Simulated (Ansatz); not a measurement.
Two isomers of C2H10OSi2: A = `CC[SiH2]O[SiH3]`, B = `C[SiH](C)O[SiH3]`.

Isolated molecules relaxed with PBE0-D4/def2-TZVP in Ansatz; ΔE leaves out vibrations. CCSD(T)/CBS adds triple-zeta CCSD(T) − MP2 to the extrapolated MP2 energy (def2 sets, frozen cores). DFT in def2-TZVPP. B3LYP here is the variant with VWN-RPA as its local correlation; programs differ in this. Each species was taken in one conformer, which may not be the lowest.

A:

Z-matrix (Å, degrees):
```
C
C 1 1.526
H 1 1.093 2 111.4
H 1 1.093 2 111.6 3 120.1
H 1 1.093 2 111.4 3 -119.7
Si 2 1.866 1 113.9 3 60.7
H 2 1.096 1 110.5 3 -61.7
H 2 1.097 1 110.6 3 -178.4
O 6 1.641 2 110.9 1 -57.8
H 6 1.490 2 110.1 1 -178.8
H 6 1.487 2 110.4 1 60.5
Si 9 1.631 6 146.0 2 -56.7
H 12 1.483 9 108.5 6 178.1
H 12 1.488 9 110.3 6 58.3
H 12 1.487 9 110.5 6 -61.8
```

B:

Z-matrix (Å, degrees):
```
C
Si 1 1.859
H 1 1.093 2 110.8
H 1 1.092 2 110.9 3 -119.9
H 1 1.093 2 110.8 3 120.0
C 2 1.863 1 111.8 3 -60.7
O 2 1.646 1 107.9 3 178.6
H 2 1.493 1 109.9 3 60.8
H 6 1.093 2 111.0 1 -58.6
H 6 1.093 2 111.2 1 -178.9
H 6 1.093 2 110.7 1 61.3
Si 7 1.630 2 145.2 1 -166.7
H 12 1.484 7 108.5 2 177.2
H 12 1.488 7 110.6 2 -63.1
H 12 1.488 7 110.6 2 57.2
```

Question: Which isomer does CCSD(T)/CBS put lower? Give the gap. (Estimate.)

Answer: Computed: B, by 14.6 kcal/mol.

Question: Give E(B) − E(A) in kcal/mol with CCSD/def2-TZVPP, CCSD(T)/def2-TZVPP, B3LYP-D4, PBE0-D4, MP2/def2-TZVPP, r2SCAN-D4, PBE-D4. (An estimate is asked.)

Answer: Computed: CCSD/def2-TZVPP -14.2, CCSD(T)/def2-TZVPP -14.3, B3LYP-D4 -14.4, PBE0-D4 -14.7, MP2/def2-TZVPP -14.7, r2SCAN-D4 -15.8, PBE-D4 -14.6. None reverses the order clearly.

Largest T1 diagnostic: 0.010.
